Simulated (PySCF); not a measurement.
CH₈FNSi₂, SMILES N[C@H]([SiH3])[SiH2]F. Heavy atoms are numbered as in [NH2:1][C@H:2]([SiH3:3])[SiH2:4][F:5]. Hydrogens are named by the atom that carries them.

Geometry optimised at PBE-D3(BJ)/def2-SVP. The structure was generated by enumeration; whether it is a known compound was not checked. The values are those of a single conformer.

All values below come from PySCF with PBE/def2-TZVP.

Atomic charges (e), one atom of each kind:

| atom | IAO | Mulliken |
|---|---|---|
| N1 (NH2) | -0.56 | ___ |
| C2 (CH) | -0.56 | ___ |
| Si3 (SiH3) | 0.55 | ___ |
| Si4 (SiH2) | 1.03 | 0.44 |
| F5 | -0.53 | -0.32 |
| H on N1 | 0.25 | 0.22 |
| H on C2 | 0.14 | 0.11 |
| H on Si3 | -0.09 | -0.01 |
| H on Si4 | -0.13 | ___ |

Problem. Fill in the missing entries. (An estimate is asked for; the answer gives what the named calculation found.)

Solution. 
- N1 (NH2), Mulliken: -0.50
- C2 (CH), Mulliken: -0.14
- Si3 (SiH3), Mulliken: 0.09
- H on Si4, Mulliken: -0.03

Problem. Give the Mayer and Wiberg (Löwdin basis) orders of the bonds. (An estimate is asked for; the answer gives what the named calculation found.)

Solution. 
```csv
bond,Mayer,Wiberg
N1–C2,0.90,1.42
C2–Si3,0.98,1.14
C2–Si4,0.95,1.10
Si4–F5,1.09,1.69
```
